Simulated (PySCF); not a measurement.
C6H6ClS (charge +1).
SMILES with atom numbers: `[CH3:1][c:2]1[cH:3][cH:4][s+:5][c:6]([Cl:7])[cH:8]1` (hydrogens: H9, H10, H11 on C1; H12 on C3; H13 on C4; H14 on C8)

Structure used (GFN2-xTB), in Å, numbered top down from 1:
```
atom  x, y, z in Å
C1     1.9779    0.1895    0.1000
C2     0.5106    0.0239    0.0353
C3    -0.0310   -1.2674   -0.1208
C4    -1.3649   -1.5231   -0.2074
S5    -2.5973   -0.3506   -0.1449
C6    -1.6982    1.1058    0.0432
Cl7   -2.6283    2.5292    0.1436
C8    -0.3215    1.1420    0.1116
H9     2.3892    0.1509   -0.9115
H10    2.4420   -0.6228    0.6557
H11    2.2610    1.1437    0.5346
H12    0.6542   -2.1027   -0.1720
H13   -1.7341   -2.5318   -0.3246
H14    0.1396    2.1131    0.2349
```

Computed geometry: GFN2-xTB, gas phase.

Masses are those of the commonest isotopes; rigid-rotor values at the optimised geometry. 

(1) Give the principal moments of inertia and the rotational constants in MHz.

(2) What kind of rotor is it?

(3) What does the inertial defect say?

(4) Where do the levels up to J = 4 lie, in K?

Results:

(1) Ia = 215.74, Ib = 440.18, Ic = 652.85 u·Å²; 505379 MHz·u·Å²/I gives A = 2343, B = 1148, C = 774.1 MHz.

(2) An asymmetric top: κ = (2 × 1148 − 2343 − 774.1)/(2343 − 774.1) = -0.52.

(3) Not planar: Δ = Ic − Ia − Ib = -3.07 u·Å². For a rigid frame Δ = −2 Σ m c², so Σ m c² = 1.54 u·Å² lies off the ab plane, practically all of it from hydrogen. The atom farthest from that plane is 1.02 Å away.

(4) Above 0(0,0), as E/k:
J = 1: 1(0,1) 0.092, 1(1,1) 0.150, 1(1,0) 0.168
J = 2: 2(0,2) 0.273, 2(1,2) 0.316, 2(1,1) 0.370, 2(2,1) 0.542, 2(2,0) 0.546
J = 3: 3(0,3) 0.536, 3(1,3) 0.564, 3(1,2) 0.671, 3(2,2) 0.819, 3(2,1) 0.836, 3(3,1) 1.152, 3(3,0) 1.153
J = 4: 4(0,4) 0.876, 4(1,4) 0.891, 4(1,3) 1.067, 4(2,3) 1.185, 4(2,2) 1.232, 4(3,2) 1.527, 4(3,1) 1.530, 4(4,1) 1.986, 4(4,0) 1.986
Those of J = 1 are B + C, A + C and A + B.

No frequency check. No vibrational averaging or centrifugal distortion is included, and the geometry carries the error of its method.
